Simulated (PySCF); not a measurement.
Geometry:
```csv
atom,x (Å),y (Å),z (Å)
C1,-2.801,-0.805,-0.703
C2,-1.553,-0.424,-0.894
C3,-0.984,0.872,-0.399
C4,0.134,0.594,0.580
O5,1.094,1.604,0.831
C6,1.532,0.497,0.148
F7,1.796,0.717,-1.171
C8,2.554,-0.406,0.784
Cl9,2.156,-2.110,0.441
H10,-3.173,-1.744,-1.075
H11,-3.509,-0.188,-0.174
H12,-0.856,-1.057,-1.426
H13,-1.753,1.466,0.097
H14,-0.583,1.448,-1.236
H15,-0.153,0.025,1.462
H16,3.544,-0.205,0.374
H17,2.549,-0.269,1.865
```

Geometry: GFN2-xTB; GIAO shifts from PySCF 2.14.0 with density-fitted response routines, gas phase, non-relativistic, averaged over equivalent atoms.

At HCTH407/pcseg-1 (170 basis functions, 38 s wall time on 1 thread of an Arm Neoverse V1, shared host):
| atoms | δ (ppm) |
| --- | --- |
| C2 | 135.2 |
| C1 | 117.2 |
| C6 | 104.2 |
| C4 | 64.0 |
| C8 | 56.9 |
| C3 | 41.2 |
| O5 | 115.9 |
| F7 | -185.6 |
| H12 | 6.10 |
| H11 | 5.49 |
| H10 | 5.35 |
| H16 | 4.48 |
| H17 | 3.55 |
| H13 | 2.69 |
| H15 | 2.59 |
| H14 | 2.51 |

References, each an isolated molecule treated in the same way: ¹³C (σ = 191.88 ppm), ¹H (σ = 31.83 ppm) vs TMS; ¹⁷O (σ = 336.74 ppm) vs H2O; ¹⁹F (σ = 158.83 ppm) vs CFCl3.

Task: Predict the values at PBE0/pcSseg-1 on the same geometry.

Result: 
| atoms | δ at PBE0/pcSseg-1 | change |
| --- | --- | --- |
| C2 | 141.7 | +6.5 |
| C1 | 125.3 | +8.1 |
| C6 | 99.5 | -4.7 |
| C4 | 60.2 | -3.8 |
| C8 | 53.7 | -3.2 |
| C3 | 38.5 | -2.7 |
| O5 | 111.5 | -4.4 |
| F7 | -177.4 | +8.2 |
| H12 | 6.21 | +0.11 |
| H11 | 5.60 | +0.11 |
| H10 | 5.47 | +0.12 |
| H16 | 4.49 | +0.01 |
| H17 | 3.47 | -0.08 |
| H13 | 2.71 | +0.02 |
| H15 | 2.54 | -0.05 |
| H14 | 2.44 | -0.07 |

δ = σ(ref) − σ, references computed at the same level: ¹³C (σref 186.93) and ¹H (σref 31.72) against TMS; ¹⁷O (σref 336.08) vs H2O; CFCl3 for ¹⁹F (σref 170.95).

The largest change is at F7 (fluorine on an sp3 carbon). Cost: 200 basis functions, 42 s wall time on 1 thread of an Arm Neoverse V1, shared host. The order of the carbon signals is the same at both levels.

Carbons that carry Cl, above all several Cl atoms, come out too deshielded, partly because spin–orbit coupling is missing. Unscaled 19F shifts against computed CFCl3 carry errors that often reach 10 to 50 ppm. Experimental scales use liquid or dissolved standards, which lie at an offset from isolated H2O (liquid H2O: subtract about 36 ppm).
